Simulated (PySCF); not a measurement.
Peak assignment

Atoms are numbered as in `[CH:1]#[C:2][SiH2:3][O:4][SiH:5]([SiH3:6])[SiH3:7]`. Hydrogens are named by the atom that carries them.

All values are calculated (PySCF): coordinates at the GFN2-xTB level, PBE0/pcSseg-1 with gauge-including orbitals. Fast rotation and ring inversion assumed for equivalent nuclei, no relativistic terms, isolated molecule, single conformer.

δ = σ(ref) − σ, references computed at the same level: TMS for 13C, 1H.

Task: Assign these signals to the numbered atoms. 13C{1H} NMR (computed): δ 104.0, 90.6.

Result: 
| δ (ppm) | atoms | environment | reason |
| --- | --- | --- | --- |
| 104.0 | C1 | terminal alkyne carbon | the triple bond shields along its axis, which puts it between sp3 and sp2 carbons |
| 90.6 | C2 | alkyne carbon | the triple bond shields along its axis, which puts it between sp3 and sp2 carbons |

Task: Assign these signals to the numbered atoms. 1H NMR (600 MHz, computed): δ 6.31 (sept, 1H), 5.05 (d, 2H), 3.62 (d, 6H), 2.05 (t, 1H).

Result: 
6.31 → H(Si5), hydrogen on a silicon bonded to O, 2 Si
5.05 → H(Si3), hydrogen on a silicon bonded to C, O
3.62 → H(Si6)/H(Si7), hydrogen on a silicon bonded to Si
2.05 → H(C1), hydrogen on a terminal alkyne carbon: it lies on the axis of the triple bond, in its shielding cone

Shifts are as computed. Against solution values, carbons near 30 ppm lie about +3 ppm off and those near 130 ppm about +5 ppm. Of 1309 compounds with measured shifts, 239 miss one by over three times the rms of a fit or turn the order of signals round; such compounds aren't used in these exercises. Multiplicities follow the n + 1 count of equivalent neighbours, as no J values were calculated; m marks all less simple cases, F and P coupling included.
